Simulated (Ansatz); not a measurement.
```yaml
crystal:
  periodic: [false, false, false]
  atoms:
    - {symbol: O, position_ang: [-0.685856, 0.247927, -0.346814]}
    - {symbol: As, position_ang: [0.685856, -0.247927, 0.346814]}
basis:
  gaussian: {orbitals: aug-pcseg-2}
total_charge: 3
magnetization: {spin_polarized: true, initial_magnetization: 0}
hamiltonian: {xc: {name: HF}}
correlation: {method: rpa, electrons: outside_noble_gas}
```

```sh
$ ansatz run in.yaml --threads 2 --pin off --events-out ev --progress --plain --max-ram 32768MiB --backend cpu
```

Output, abridged:

```
Functional definition: HF
695 factors; integrals over basis functions are off by at most 9.6e-4 eV
mean field evaluation 1: about -62724.3456 eV, gradient 1.0e2 eV
mean field evaluation 2: about -62724.4070 eV, gradient 1.0e2 eV
mean field evaluation 4: about -62757.2383 eV, gradient 5.0e1 eV
mean field evaluation 8: about -62772.9928 eV, gradient 9.9e-1 eV
mean field evaluation 16: about -62773.0273 eV, gradient 7.6e-3 eV
mean field evaluation 128: about -62776.5600 eV, gradient 1.9e-6 eV
mean field -62776.55998747 eV, -2306.9960280588 hartree, gradient 9.3e-7 eV, S^2 1.007950; 20 other end points of the search recorded, 0 dependent functions left out
15 core orbitals not correlated: weight in the atoms' cores, before any rotation towards them, 0.996 or more for the frozen orbitals, at most 0.003 for the correlated occupied ones
reference -62776.55998747 eV, -2306.9960280588 hartree; 4, 4 occupied and 86, 86 virtual orbitals, 695 factors
Total energy: -62783.45227832 eV, -2307.2493150759 hartree
```

Problem. What is wrong with this run?

Solution. The charge is far from anything that the molecule holds. The calculation finished and met its thresholds. The result belongs to that input, not to the molecule as meant.
